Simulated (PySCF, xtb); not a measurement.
CH₃OS, SMILES C[S]=O, multiplicity 2.

The structure is a stationary point at ωB97X-D3(BJ)/def2-TZVP. The isomer is the one that the SMILES or the coordinates give; other isomers of the formula were not compared.

Method: IEF-PCM-ωB97X/def2-SVP run with PySCF 2.14.0.

The values are the electrostatic part of the solvation free energy, E(continuum) − E(gas) at the gas-phase geometry, in a cavity of scaled van der Waals radii (PySCF's table); cavitation and dispersion terms are not included. The dipole moment in vacuum is 3.02 D.

Problem. Estimate the values in water (ε = 78.36), ethanol (ε = 24.85), acetone (ε = 20.49). (Estimate from the structure and the level; the computed values follow.)

Solution. 
| solvent | ε | ΔG(elec) (kcal/mol) | dipole (D) |
|---|---|---|---|
| water | 78.36 | -4.9 | 3.90 |
| ethanol | 24.85 | -4.7 | 3.86 |
| acetone | 20.49 | -4.6 | 3.85 |

For comparison, GFN2-xTB/ALPB(water) (xtb, at the GFN2-xTB geometry, all terms of that model) gives -4.3 kcal/mol.
